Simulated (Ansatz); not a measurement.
The same path of CH6AlNSi (10 atoms, charge 0, multiplicity 1) was run twice with different band settings. The coordinate that changes most is the dihedral Si2–N3–Al4–H10.

Computed with Ansatz 0.2.0, RKS B3LYP/STO-3G.

Relaxed end points:

```xyz
10
Properties=species:S:1:pos:R:3
C -0.343 2.103 0.989
Si 0.404 0.796 0.250
N -0.402 -0.668 -0.204
Al 0.221 -2.118 -0.964
H 0.207 3.004 1.255
H -1.402 2.124 1.240
H 1.806 0.760 -0.083
H -1.417 -0.641 0.033
H -0.753 -3.224 -1.224
H 1.680 -2.136 -1.293
```

```xyz
10
Properties=species:S:1:pos:R:3
C -0.343 2.104 0.989
Si 0.404 0.796 0.250
N -0.402 -0.668 -0.202
Al 0.221 -2.118 -0.963
H 0.206 3.005 1.255
H -1.402 2.124 1.239
H 1.806 0.760 -0.085
H -1.417 -0.642 0.034
H 1.680 -2.136 -1.293
H -0.752 -3.225 -1.223
```

Common settings: climbing image yes; spring 5.0 eV/Å²; optimiser quadratic models (default); start path IDPP; force threshold 0.05 eV/Å; end points relaxed.

| run | movable images | iteration limit |
| --- | --- | --- |
| 1 | 7 | 46 |
| 2 | 2 | 60 |

(1) What does each run give, and how far can it be trusted?

Answers

(1) Run 1: converged after 10 iterations, highest image 0.590 eV above the first end. A vibrational analysis at the climbing image gives one clearly imaginary mode, 460i cm⁻¹: a first-order saddle point.
Run 2: converged after 9 iterations, highest image 0.591 eV above the first end. The dihedral Si2–N3–Al4–H10 jumps by 93° between images 2 and 3, so the path isn't resolved there. Another band between the same ends (7 images) ends at a top of the same energy, where a vibrational analysis finds 1 clearly imaginary mode. So few images can step over the top or miss a turn of the path.
Limits of this set-up: minimal basis.
